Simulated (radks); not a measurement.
Results of a calculation; reference values are marked as such.
Effect of the nuclear size on the tantalum ion Ta3+, [Xe] 4f14 5d2. Code: a radial shooting solver on a logarithmic mesh with Libxc functionals. Model: Dirac Kohn-Sham, exchange-only LDA, spin-unpolarised, spherical densities, finite nucleus; open shells fill j = l - 1/2 first; Fermi nuclear charge, rms radius 5.3507 fm. The rms radius is varied about that value; shifts are against it.

| rms radius (fm) | total energy shift (eV) | density at nucleus (e/bohr^3) | 1s1/2 shift (meV) | 2s1/2 shift (meV) | 5s1/2 shift (meV) | 5p1/2 shift (meV) | 5d3/2 shift (meV) | 6s1/2 (empty) shift (meV) |
|---|---|---|---|---|---|---|---|---|
| 4.7033 | -12.1 | 1.365e+06 | -4930 | -688 | -6.38 | 0.071 | 0.130 | -1.03 |
| 5.0618 | -5.54 | 1.332e+06 | -2250 | -314 | -2.91 | 0.032 | 0.059 | -0.470 |
| 5.3507 | 0 | 1.307e+06 | 0.000 | 0.000 | 0.000 | 0.000 | 0.000 | 0.000 |
| 5.8269 | 9.58 | 1.27e+06 | 3890 | 543 | 5.04 | -0.056 | -0.103 | 0.811 |
| 6.2496 | 18.5 | 1.24e+06 | 7530 | 1050 | 9.74 | -0.108 | -0.199 | 1.57 |

Slopes of the eigenvalues against <r^2> in GHz/fm^2, as finite differences over the two radii next to the reference (eigenvalue slopes, not the field-shift constants of lines): 1s1/2 178000, 2s1/2 24900, 5s1/2 231, 5p1/2 -2.56, 5d3/2 -4.70, 6s1/2 (empty) 37.2.
